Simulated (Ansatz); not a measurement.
Dissociation curve of AlH, singlet.

- RHF/aug-cc-pVQZ (Ansatz, a first-principles code)
- UMP2 = MP2 on UHF/aug-cc-pVQZ, frozen core (Ansatz)
- FCI = full CI/aug-cc-pVQZ, frozen core (Ansatz)

Energies relative to the lowest point of each curve near equilibrium, in mEh:

```tsv
R / Å	RHF	UMP2
1.22	68.1	69.9
1.34	29.0	30.7
1.40	17.1	18.7
1.49	6.1	7.2
1.82	4.7	3.1
1.90	9.1	6.7
2.03	18.1	13.9
2.24	34.7	29.7
2.69	70.6	73.9
2.93	87.9	87.6
3.34	113.4	99.1
6.62	204.8	107.4
```

Task: Predict the corresponding FCI column.

Result: 1.22: 67.6; 1.34: 29.0; 1.40: 17.2; 1.49: 6.2; 1.82: 4.1; 1.90: 8.2; 2.03: 16.3; 2.24: 31.3; 2.69: 62.3; 2.93: 76.2; 3.34: 94.3; 6.62: 116.6 (mEh).

The restricted form behind RHF keeps the bonding electrons paired and can't separate into open-shell fragments. The unrestricted determinant behind UMP2 is spin-contaminated at 1.22 to 1.90, 2.47 to 6.62 Å (<S²> up to 1.0, against 0.00 for a pure singlet).
